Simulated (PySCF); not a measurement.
SMILES [SiH2](O[SiH3])[SiH2][SeH], GFN2-xTB optimised geometry.

```
13

Si     2.79    -1.06     0.05
O      1.25    -0.55     0.00
Si    -0.37    -0.55     0.00
Si    -0.86     1.71     0.00
Se    -3.14     2.04     0.08
H      2.80    -2.51    -0.13
H      3.44    -0.35    -1.04
H      3.28    -0.67     1.37
H     -0.82    -1.28     1.19
H     -0.81    -1.30    -1.18
H     -0.54     2.46    -1.21
H     -0.33     2.51     1.11
H     -3.44     1.05     1.07
```

Density from CAM-B3LYP/def2-TZVP run with PySCF 2.14.0 at that geometry.

Minimum of the electron density along straight lines between bonded atoms, close to the bond critical point (lines longer than 1.1 times the sum of covalent radii, or with two minima, are not listed):

```
bond     length / Å  ρ at the minimum / e bohr⁻³  ∇²ρ there / e bohr⁻⁵  position (fraction from the first atom)
-------  ----------  ---------------------------  --------------------  ---------------------------------------
Si1–O2        1.623                        0.138                  0.92                                     0.42
O2–Si3        1.617                        0.140                  0.93                                     0.58
Si3–Si4       2.309                            …                 -0.20                                     0.38
Si4–Se5       2.311                            …                 -0.01                                     0.35
Si1–H6        1.460                        0.128                  0.16                                     0.49
Si1–H7        1.459                        0.129                  0.16                                     0.49
Si1–H8        1.460                        0.129                  0.16                                     0.49
Si3–H9        1.470                        0.126                  0.16                                     0.49
Si3–H10       1.466                        0.127                  0.16                                     0.49
Si4–H11       1.466                        0.125                  0.17                                     0.49
Si4–H12       1.470                        0.125                  0.16                                     0.49
Se5–H13       1.433                        0.186                     …                                     0.62
```

Question: Fill in the missing entries.

Answer: 
- Si3–Si4, ρ at the minimum / e bohr⁻³: 0.103
- Si4–Se5, ρ at the minimum / e bohr⁻³: 0.086
- Se5–H13, ∇²ρ there / e bohr⁻⁵: -0.32
